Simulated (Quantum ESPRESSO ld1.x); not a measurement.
Species: the zirconium ion Zr35+. Configuration: [He] 2s2 2p1 (the NIST ground configuration).

All-electron calculation, scalar-relativistic Kohn-Sham, LDA (Slater exchange, VWN5 correlation), spin-polarised, spherical densities, point nucleus; open shells are filled with parallel spins first. Program: ld1.x of Quantum ESPRESSO 7.5.

Energy parts (hartree):
part                      energy
total                 -2150.9370
kinetic                2237.4134
electron-nucleus      -4484.5020
Hartree                 130.7663
exchange-correlation    -34.6147

Orbitals (lengths in bohr, moments of r in powers of bohr; r(max) is where P^2 peaks; r(90%) holds 90 % of the orbital's charge):
orbital  occ.  eigenvalue (hartree)   r(max)  r(90%)     <r^2>  <1/r>
1s up       1             -756.4375  0.02413  0.0661  0.001839  41.32
1s down     1             -755.9918  0.02413  0.0661  0.001837  41.34
2s up       1             -175.4304   0.1317   0.234   0.02730  9.917
2s down     1             -174.7049   0.1319   0.234   0.02740  9.891
2p up       1             -168.9882   0.1037   0.210   0.02065  9.636
2p down     0             -168.1017   0.1038   0.211   0.02075  9.618
3s up       0              -74.4594   0.3399   0.512    0.1426  4.251
3s down     0              -74.2768   0.3406   0.513    0.1432  4.241
3p up       0              -72.4794   0.3199   0.495    0.1299  4.163
3p down     0              -72.2669   0.3208   0.496    0.1306  4.155

The highest occupied level is 2p up at -4598.4 eV. For comparison, the ionisation energy in NIST's Atomic Spectra Database is 4744 eV (semi-empirical). In exact Kohn-Sham theory the highest level is minus the ionisation energy, but local and semilocal functionals leave it too shallow, through self-interaction and a potential that decays too fast; potentials with the right tail come closer. Spin moment in Bohr magnetons: 1.
